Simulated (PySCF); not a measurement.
Harmonic spectrum computed at PBE0 in the def2-SVP basis family (core potentials from Rb on, PySCF, no spin–orbit coupling):

```csv
symmetry,ω (cm⁻¹),IR (km/mol)
a',176,1.6
a',216,25.0
a',1147,68.6
```

Task: Which molecule gave it? In each, all ligands are bound to the one heavy central atom.
A. IIrN (doublet)
B. IPdN (triplet)
C. IWN (triplet)
D. IReN (quartet)
E. IMoN (triplet)

Result: C. It has Cs symmetry with W–I 2.634 Å, W–N 1.653 Å.
